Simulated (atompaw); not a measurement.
What one change does to a pseudopotential (Hf, PAW (atompaw))

| Property | Result |
| --- | --- |
| Element | hafnium (Hf) |
| Generator | atompaw 4.2.0.5 |
| Type | PAW |
| Functional | LDA (PW92) |
| Relativity | scalar-relativistic |
| Frozen core | [Kr] 4d10 4f14 5s2 |
| Valence charge | 10 |
| Reference configuration | 5p6 5d2 6s1 6p0 (charge +1) |
| Partial waves | 6s (bound): rc 3.00 bohr; 6s channel at 2.1 Ry: rc 3.00 bohr; 5p (bound): rc 1.45 bohr; 6p (bound, empty): rc 2.40 bohr; 5d (bound): rc 3.00 bohr; 5d channel at 2.1 Ry: rc 3.00 bohr |
| Local potential | bessel scheme, radius 2.75 bohr |
| Core correction | smooth core density matched at 2.95 bohr |
| Augmentation charge | sinc compensation charge, radius 2.80 bohr; PAW radius 3.00 bohr; waves and projectors: custom polynom2 7 10 vanderbiltortho |

Change: all radii scaled by about 1.12 (s 3.36, p 1.62, d 3.36 bohr); local potential bessel scheme, radius 3.08 bohr; augmentation sinc compensation charge, radius 3.14 bohr; PAW radius 3.36 bohr; waves and projectors: custom polynom2 7 10 vanderbiltortho; core correction smooth core density matched at 3.30 bohr.

Cutoffs: the cutoffs (Ry, on a coarse ladder) from which the occupation-weighted sum of valence levels, in a spherical-Bessel basis at the reference potential, stays within 10 and 1 mRy of its value at 400 Ry; they do not see the model core or the augmentation charge, which bear on the density cutoff.

Question: What does the change do?

Answer: The potential gets softer (25 Ry and 70 Ry → 21 Ry and 50 Ry); neither file shows a bound ghost. A larger radius leaves more room for a smooth pseudo-wave, so fewer plane waves are needed.

| quantity | base | changed |
| --- | --- | --- |
| cutoff, loose | 25 Ry | 21 Ry |
| cutoff, tight | 70 Ry | 50 Ry |
| loose cutoff by channel (10 mRy a level) | s 6 Ry, p 21 Ry, d 10 Ry | s 6 Ry, p 18 Ry, d 8 Ry |
| bound ghosts | none | none |
| lowest overlap eigenvalue by channel | s 0.81, p 0.43, d 0.91 | s 0.69, p 0.46, d 0.96 |

 The cutoffs see the waves, projectors and local potential, not the compensation charge or the core.
